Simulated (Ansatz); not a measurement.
Consider the hydrogenolysis of the Si–Si bond: `O[SiH]([SiH3])S` + H₂ → `O[SiH2]S` + SiH₄.

Computed with Ansatz on PBE0-D4/def2-TZVP structures; ΔE is electronic, products minus reactants. CCSD(T)/CBS is the MP2 limit (def2-TZVPP, def2-QZVPP) plus CCSD(T) − MP2 in def2-TZVPP, frozen cores. This one scheme is used for every species. DFT in def2-TZVPP. B3LYP here is the variant with VWN-RPA as its local correlation; programs differ in this. HSE06 is defined as in plane-wave codes. One conformer a species, not always the lowest.

`O[SiH]([SiH3])S`:

```xyz
10

O     0.814   -1.486    0.920
Si   -0.159   -0.610   -0.081
Si   -0.100    1.588    0.705
S     0.527   -0.612   -2.116
H     1.074   -2.363    0.632
H    -1.533   -1.181   -0.127
H    -1.146    2.379    0.005
H     1.232    2.183    0.417
H    -0.351    1.637    2.170
H    -0.357   -1.536   -2.525
```

H₂:

```xyz
2

H    -0.130    0.016    0.349
H     0.130   -0.016   -0.349
```

`O[SiH2]S`:

```xyz
7

O     0.128    0.123   -1.492
Si   -0.326   -0.431   -0.015
S     0.233    0.864    1.586
H    -0.113    1.023   -1.717
H    -1.800   -0.524    0.132
H     0.324   -1.753    0.102
H     1.554    0.697    1.404
```

SiH₄:

Cartesian coordinates in Å:
```
Si 0.000 0.000 0.000
H 0.863 1.179 -0.265
H -0.668 -0.417 -1.259
H -1.027 0.356 1.011
H 0.832 -1.118 0.512
```

**Question.** Is it downhill or uphill in electronic energy at CCSD(T)/CBS, and by how much? (Best estimate.)

**Answer.** Ansatz gave: Downhill: ΔE = -26.7 kJ/mol.

**Question.** What do these levels give: CAM-B3LYP-D4, ωB97M-V, B3LYP, HSE06, SCS-MP2/def2-TZVPP, MP2/def2-QZVPP? (An estimate is asked.)

**Answer.** Computed: CAM-B3LYP-D4 -33.7, ωB97M-V -31.8, B3LYP -37.7, HSE06 -24.9, SCS-MP2/def2-TZVPP -38.0, MP2/def2-QZVPP -28.3 kJ/mol.

Largest T1 diagnostic among the species: 0.012.

From PBE to PBE0 (25 % exact exchange), in def2-TZVPP and without D4, ΔE moves by −6.1 kJ/mol. Leaving LDA and LC-ωPBE aside and taking each functional with its dispersion term where it has one, the values, not all of them listed here, spread over 26.7 kJ/mol, from B2PLYP to revPBE-D4. In def2-TZVPP, CCSD(T) changes the Hartree–Fock value by +28.9 kJ/mol (the triples alone add +5.4 kJ/mol) and MP2 by +29.4 kJ/mol.
